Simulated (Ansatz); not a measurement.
Molecular dynamics of Ba$_{16}$H

Input:

```yaml
accuracy: low
crystal:
  lattice:
    - [10.04, 0.0, 0.0]
    - [0.0, 10.04, 0.0]
    - [0.0, 0.0, 10.04]
  atoms:
    - { symbol: Ba, position: [-0.01080315, 0.01524992, 8.773e-05] }
    - { symbol: Ba, position: [0.51053448, 0.01526758, 8.766e-05] }
    - { symbol: Ba, position: [0.0251177, 0.49445372, 0.00011213] }
    - { symbol: Ba, position: [-0.01023694, -0.00822707, 0.50004523] }
    - { symbol: Ba, position: [0.24984981, 0.23487609, 0.26062148] }
    - { symbol: Ba, position: [0.47444739, 0.4944965, 0.00011468] }
    - { symbol: Ba, position: [0.50999596, -0.00819159, 0.50004384] }
    - { symbol: Ba, position: [0.74989803, 0.25820957, 0.26037382] }
    - { symbol: Ba, position: [0.01036323, 0.50604656, 0.50007063] }
    - { symbol: Ba, position: [0.24982659, 0.75508779, 0.22403018] }
    - { symbol: Ba, position: [0.24984995, 0.23486904, 0.73952495] }
    - { symbol: Ba, position: [0.48936297, 0.50604294, 0.50007469] }
    - { symbol: Ba, position: [0.74984907, 0.74405502, 0.23960719] }
    - { symbol: Ba, position: [0.74989883, 0.25818509, 0.73975068] }
    - { symbol: Ba, position: [0.24982326, 0.75504788, 0.77622679] }
    - { symbol: Ba, position: [0.74984529, 0.7440554, 0.76054199] }
    - { symbol: H, position: [0.24980386, 0.62440455, 0.00012374] }
basis:
  ecutwfc: 420.0
kpoints:
  mp_grid: { grid: [2, 2, 2] }
hamiltonian:
  xc: pbesol
scf:
  occupations: { method: fermi_dirac, width: 0.05 }
  lower_state_search: "off"
  convergence: { dr2_threshold: 0.1 }
  max_iter: 67
md:
  timestep: 0.5
  n_steps: 200
  ensemble: nvt_nose_hoover
  temperature: 1500.0
  initial_velocities: maxwell_boltzmann
  seed: 801467
  nose_hoover: { tau: 50.0, chain_length: 3 }
```

Run as:

```bash
$ ansatz run input.yaml --threads 4 --pin off --max-ram 10240MiB --backend cpu --events-out ev --progress --plain --runs-dir out
```

It starts from a relaxed structure.

Output, in part (step lines):

```
md step     0: t =     0.00 fs  T =  1500.0 K  F+E_penalty+E_count = -93818.00652130 eV  E_kin = 3.102240 eV  conserved = -93814.90428132 eV  (6 SCF iters)
md step     1: t =     0.50 fs  T =  1499.4 K  F+E_penalty+E_count = -93818.00462068 eV  E_kin = 3.101004 eV  conserved = -93814.90361632 eV  (2 SCF iters)
md step     2: t =     1.00 fs  T =  1497.5 K  F+E_penalty+E_count = -93817.99949562 eV  E_kin = 3.097170 eV  conserved = -93814.90232565 eV  (2 SCF iters)
md step     3: t =     1.50 fs  T =  1494.4 K  F+E_penalty+E_count = -93817.99132209 eV  E_kin = 3.090579 eV  conserved = -93814.90074463 eV  (2 SCF iters)
md step     4: t =     2.00 fs  T =  1489.9 K  F+E_penalty+E_count = -93817.98035545 eV  E_kin = 3.081330 eV  conserved = -93814.89903077 eV  (2 SCF iters)
md step     5: t =     2.50 fs  T =  1484.0 K  F+E_penalty+E_count = -93817.96750338 eV  E_kin = 3.069207 eV  conserved = -93814.89831029 eV  (2 SCF iters)
md step     6: t =     3.00 fs  T =  1476.5 K  F+E_penalty+E_count = -93817.95200706 eV  E_kin = 3.053718 eV  conserved = -93814.89831706 eV  (2 SCF iters)
md step     7: t =     3.50 fs  T =  1467.4 K  F+E_penalty+E_count = -93817.93295107 eV  E_kin = 3.034868 eV  conserved = -93814.89813550 eV  (2 SCF iters)
[... lines left out ...]
md step   198: t =    99.00 fs  T =  1296.4 K  F+E_penalty+E_count = -93815.78824388 eV  E_kin = 2.681138 eV  conserved = -93814.89379835 eV  (2 SCF iters)
md step   199: t =    99.50 fs  T =  1299.2 K  F+E_penalty+E_count = -93815.78102436 eV  E_kin = 2.686952 eV  conserved = -93814.89334399 eV  (2 SCF iters)
md step   200: t =   100.00 fs  T =  1301.9 K  F+E_penalty+E_count = -93815.77306765 eV  E_kin = 2.692491 eV  conserved = -93814.89223876 eV  (2 SCF iters)
```

The steps, from the saved trajectory:

| time (fs) | T (K) | potential energy less start (eV) | conserved less start (meV/atom) |
| --- | --- | --- | --- |
| 0 | 1500 | 0.000 | 0.00 |
| 3 | 1477 | 0.055 | 0.35 |
| 6 | 1414 | 0.179 | 0.11 |
| 9 | 1358 | 0.296 | 0.03 |
| 12 | 1327 | 0.363 | 0.02 |
| 15 | 1308 | 0.407 | 0.01 |
| 18 | 1296 | 0.442 | -0.01 |
| 21 | 1300 | 0.444 | 0.03 |
| 24 | 1313 | 0.430 | 0.02 |
| 27 | 1310 | 0.457 | 0.14 |
| 30 | 1274 | 0.550 | 0.13 |
| 33 | 1230 | 0.664 | 0.12 |
| 36 | 1215 | 0.723 | 0.11 |
| 39 | 1230 | 0.723 | 0.11 |
| 42 | 1247 | 0.725 | 0.17 |
| 45 | 1251 | 0.760 | 0.21 |
| 48 | 1239 | 0.832 | 0.21 |
| 51 | 1212 | 0.942 | 0.28 |
| 54 | 1189 | 1.047 | 0.23 |
| 57 | 1198 | 1.094 | 0.26 |
| 60 | 1229 | 1.103 | 0.30 |
| 63 | 1262 | 1.118 | 0.25 |
| 66 | 1304 | 1.126 | 0.36 |
| 69 | 1352 | 1.125 | 0.30 |
| 72 | 1377 | 1.188 | 0.53 |
| 75 | 1343 | 1.368 | 0.51 |
| 78 | 1283 | 1.599 | 0.52 |
| 81 | 1258 | 1.757 | 0.59 |
| 84 | 1252 | 1.870 | 0.54 |
| 87 | 1218 | 2.040 | 0.61 |
| 90 | 1186 | 2.198 | 0.58 |
| 93 | 1214 | 2.224 | 0.57 |
| 96 | 1268 | 2.197 | 0.64 |
| 99 | 1296 | 2.218 | 0.62 |

All steps were run. The conserved energy stayed within 0.71 meV per atom of its start (net change 0.71 meV per atom), so the integration is sound. The mean temperature of the second half is 16 % below the set value. A run of 0.1 ps of so small a system gives no equilibrium averages. The SCF threshold is loose, so the forces are noisy. Limits of this set-up: coarse k mesh, odd electron count without spin, a small cell, in which the defect meets its images, a typed lattice constant that wasn't relaxed here, low accuracy level.

Mean squared displacements from the first frame to the last, about the centre of mass: Ba 0.22 Å², H 0.28 Å².

Last frame:

```xyz
17
Lattice="10.0400 0.0000 0.0000 0.0000 10.0400 0.0000 0.0000 0.0000 10.0400" Properties=species:S:1:pos:R:3
Ba -0.223 0.091 -0.028
Ba 4.572 0.096 0.331
Ba 0.006 4.732 0.311
Ba 0.259 0.129 5.222
Ba 3.060 2.315 2.388
Ba 4.630 5.009 -0.185
Ba 4.823 -0.774 5.047
Ba 7.248 2.549 2.838
Ba 0.507 5.236 4.925
Ba 2.468 7.787 2.210
Ba 2.556 2.484 7.508
Ba 4.624 5.132 4.555
Ba 7.773 8.038 2.412
Ba 7.296 2.435 7.008
Ba 2.685 7.565 7.781
Ba 7.936 7.409 7.932
H 2.160 6.647 -0.125
```

The run took 16 min on 4 threads of Intel(R) Xeon(R) Platinum 8259CL CPU @ 2.50GHz (Skylake/Cascade Lake) (shared host), peak memory 3.3 GiB.
